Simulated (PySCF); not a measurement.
Species: C6H12SSi2.
SMILES: `CC[Si@H]([SiH3])c1cccs1`

Torsions of this conformer, `[CH3:1][CH2:2][Si@H:3]([SiH3:4])[c:5]1[cH:6][cH:7][cH:8][s:9]1`: C1–C2–Si3–Si4 177°, C2–Si3–C5–C6 -137°.

The closed-shell ground state was solved at several levels (PySCF, density fitting, gas phase, non-relativistic). Isolated species at its PBE0-D3(BJ)/def2-SVP geometry (one conformer only).

```json
{"level": "B3LYP/pcSseg-1", "basis functions": "234", "total energy (Eh)": "-1213.0372", "HOMO (eV)": "-6.57", "LUMO (eV)": "-0.99", "gap (eV)": "5.58", "dipole (D)": "0.96"}
{"level": "CAM-B3LYP/def2-SVPD", "basis functions": "291", "total energy (Eh)": "-1212.4468", "HOMO (eV)": "-7.98", "LUMO (eV)": "0.21", "gap (eV)": "8.19", "dipole (D)": "0.92"}
```

Estimate the row for PBE0/pcSseg-1, a basis of 234 functions; the other rows only guide the guess.

Total energy -1212.2989 Eh, HOMO -6.81 eV, LUMO -0.85 eV, gap 5.96 eV, dipole 0.96 D.

Over all these levels, which gives the widest orbital gap and which the narrowest?

CAM-B3LYP/def2-SVPD (range-separated hybrid) has the widest, 8.19 eV, and B3LYP/pcSseg-1 (global hybrid, 20 % exact exchange) the narrowest, 5.58 eV. Functional and basis both differ between the two, so the spread mixes both effects.

How far do the dipole and the HOMO energy spread over the levels?

The dipole runs from 0.92 to 0.96 D (mean 0.95 D) and the HOMO from -7.98 to -6.57 eV.
